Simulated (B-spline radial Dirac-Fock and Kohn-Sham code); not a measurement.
## X-ray form factors of palladium in several charge states

Level of theory: configuration-average Dirac-Fock orbitals; a B-spline atomic structure program.

Configurations: Pd⁴²⁺ [He] 2s2; Pd⁴³⁺ [He] 2s1; Pd⁴⁴⁺ 1s2; Pd⁴⁵⁺ 1s1. The first column is f₀ of Pd⁴²⁺, the others are differences from it.

| s (Å⁻¹) | Pd⁴²⁺ | Δ Pd⁴³⁺ | Δ Pd⁴⁴⁺ | Δ Pd⁴⁵⁺ |
| --- | --- | --- | --- | --- |
| 0 | 4.000 | -1.000 | -2.000 | -3.000 |
| 0.05 | 3.999 | -1.000 | -1.999 | -2.999 |
| 0.1 | 3.997 | -0.999 | -1.997 | -2.997 |
| 0.15 | 3.993 | -0.997 | -1.993 | -2.993 |
| 0.2 | 3.988 | -0.994 | -1.988 | -2.988 |
| 0.25 | 3.981 | -0.991 | -1.982 | -2.981 |
| 0.3 | 3.972 | -0.987 | -1.974 | -2.973 |
| 0.35 | 3.962 | -0.982 | -1.965 | -2.964 |
| 0.4 | 3.951 | -0.977 | -1.954 | -2.952 |
| 0.45 | 3.938 | -0.971 | -1.942 | -2.940 |
| 0.5 | 3.924 | -0.964 | -1.929 | -2.926 |
| 0.6 | 3.891 | -0.948 | -1.898 | -2.895 |
| 0.7 | 3.853 | -0.931 | -1.863 | -2.858 |
| 0.8 | 3.810 | -0.910 | -1.823 | -2.816 |
| 0.9 | 3.762 | -0.888 | -1.778 | -2.770 |
| 1 | 3.710 | -0.863 | -1.730 | -2.720 |
| 1.1 | 3.654 | -0.837 | -1.678 | -2.666 |
| 1.2 | 3.594 | -0.809 | -1.623 | -2.608 |
| 1.4 | 3.466 | -0.750 | -1.505 | -2.485 |
| 1.6 | 3.329 | -0.686 | -1.379 | -2.353 |

Values without a named source are computed, but for edge energies of neutral atoms, which are taken from tables.
